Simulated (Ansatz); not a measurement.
`C[N](C)[Ag]` + H₂ → `[AgH]` + dimethylamine at 700 K and 1 bar (hydrogenolysis of the Ag–N bond).

Calculated with Ansatz (gas phase, PBE0-D4/def2-TZVP geometries, no zero-point term in ΔE). CCSD(T)/CBS adds triple-zeta CCSD(T) − MP2 to the extrapolated MP2 energy (def2 sets, frozen cores). This one scheme is used for every species. Elements past krypton have def2 core potentials. For Ag outer-core shells are correlated without core-valence functions, which leaves a few kJ/mol of doubt a bond.

| species | CCSD(T)/CBS energy (Eh) | H − E (kJ/mol) | S (J/(mol·K)) |
| --- | --- | --- | --- |
| `C[N](C)[Ag]` | -281.28985 | 274.5 | 417.1 |
| H₂ | -1.17544 | 46.8 | 155.3 |
| `[AgH]` | -147.49153 | 31.6 | 230.4 |
| `CNC` | -135.00321 | 296.9 | 352.4 |

H − E and S are ideal-gas, rigid-rotor, harmonic terms from PBE0-D4/def2-TZVP. For small species the MP2-based limit differs from directly extrapolated CCSD(T) by up to some mEh (0.8 for H₂); such offsets cancel only in part. 1 Eh = 2625.50 kJ/mol, R = 8.31446 J/(mol·K).

By hand: ΔE, ΔH, ΔS and ΔG.

ΔE = (-147.49153) + (-135.00321) − (-281.28985) − (-1.17544) = -0.02945 Eh = -77.3 kJ/mol. Δ(H − E) = 31.6 + 296.9 − 274.5 − 46.8 = 7.2, so ΔH = -70.1 kJ/mol. ΔS = 230.4 + 352.4 − 417.1 − 155.3 = 10.4 J/(mol·K). ΔG = -70.1 − 700 × (10.4)/1000 = -77.4 kJ/mol.

By hand: the equilibrium constant, and the temperature at which ΔG would vanish if ΔH and ΔS stayed fixed.

log₁₀ K = −ΔG/(RT ln 10) = 5.8. ΔH and −TΔS have one sign here, so there is no such temperature.

The number of gas molecules stays the same, so ΔS is small and ΔH decides. A doubt of 5 kJ/mol in ΔE shifts log₁₀ K by 0.4 here. These are equilibria of isolated gas molecules and say nothing of rates. Largest T1 diagnostic: 0.031 (customary marks: 0.02 for closed shells, 0.045 for open ones).
